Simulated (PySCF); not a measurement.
**triphenylphosphine oxide (C18H15OP): Computed beside measured shifts**

System: triphenylphosphine oxide (C18H15OP), SMILES O=P(c1ccccc1)(c1ccccc1)c1ccccc1.

Atom-mapped SMILES (hydrogens are numbered by the atom that bears them): [O:1]=[P:2]([c:3]1[cH:4][cH:5][cH:6][cH:7][cH:8]1)([c:9]1[cH:10][cH:11][cH:12][cH:13][cH:14]1)[c:15]1[cH:16][cH:17][cH:18][cH:19][cH:20]1

Computed with GIAO PBE0/pcSseg-1, IEF-PCM chloroform, PySCF SCF with an in-house response code, fitting set def2-universal-JFIT up to Ne and JKFIT beyond, grid level 2, non-relativistic, geometry: PBE0-D3(BJ)/def2-SVP.

One optimised conformer. Values are averaged over the atoms that symmetry or fast rotation interchanges, on this one geometry and without vibrational averaging. Shifts are the reference shielding less the shielding here, at the same level (13C, 1H against isolated TMS; 17O against isolated H2O); nuclei without a reference have shieldings only.

Task: What shifts does this level give for C3/9/15, C4/8/10/14/16/20, C5/7/11/13/17/19, C6/12/18, and how do they compare with measurement?

Result: 
```json
{"atom": "C3/9/15", "nucleus": "13C", "computed / ppm": "140.8", "measured / ppm": "135.6", "computed less measured": "5.2", "measured against": "TMS", "medium of the measurement": "solution"}
{"atom": "C4/8/10/14/16/20", "nucleus": "13C", "computed / ppm": "139.4", "measured / ppm": "132.3", "computed less measured": "7.1", "measured against": "TMS", "medium of the measurement": "solution"}
{"atom": "C5/7/11/13/17/19", "nucleus": "13C", "computed / ppm": "134.7", "measured / ppm": "128.8", "computed less measured": "5.9", "measured against": "TMS", "medium of the measurement": "solution"}
{"atom": "C6/12/18", "nucleus": "13C", "computed / ppm": "138.9", "measured / ppm": "132.3", "computed less measured": "6.6", "measured against": "TMS", "medium of the measurement": "solution"}
```

Measured values: E. Pretsch, P. Bühlmann, M. Badertscher, Structure Determination of Organic Compounds, 4th ed., Springer 2009.
